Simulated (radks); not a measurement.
The numbers below are computed, except where a source is named.
Valence configurations of Gd (all share [Xe]). Level of theory: scalar-relativistic Kohn-Sham, PBE, spin-polarised, spherical densities, point nucleus; open shells are filled with parallel spins first (spin-orbit coupling, left out, can overturn this in heavy ions) (a radial shooting solver on a logarithmic mesh with Libxc functionals). Energies are relative to 4f7 5d1 6s2; eigenvalues in eV for spin up.

| valence | E (eV) | moment (Bohr magnetons) | e(4f) | e(5d) | e(6p) | e(6s) |
|---|---|---|---|---|---|---|
| 4f7 5d1 6s2 | 0.000 | 8 | -10.447 | -2.954 | - | -4.346 |
| 4f7 6s2 6p1 | 2.033 | 8 | -13.716 | - | -2.443 | -5.716 |
| 4f8 6s2 | -0.286 | 6 | -4.416 | - | - | -3.760 |
| 4f7.5 5d1 6s1.5 | 0.038 | 8 | -6.517 | -2.009 | - | -4.005 |
| 4f7 5d2 6s1 | 0.563 | 10 | -8.696 | -2.183 | - | -4.059 |
| 4f7 5d2 6p1 | 3.353 | 10 | -9.909 | -3.114 | -1.897 | - |
| 4f7 5d0.5 6s2 6p0.5 | 0.884 | 8 | -12.060 | -3.985 | -1.956 | -5.045 |
| 4f7 5d1.5 6s1.5 | 0.346 | 9 | -9.542 | -2.561 | - | -4.220 |
| 4f7 5d3 | 2.539 | 10 | -7.561 | -1.577 | - | - |

NIST lists [Xe] 4f7 5d1 6s2 as the ground configuration; this level of theory puts 4f8 6s2 lower, by 0.286 eV. The energies are those of spherical high-spin densities, not of single terms. No valid solution was reached for [Xe] 4f8 5d1 6s1.
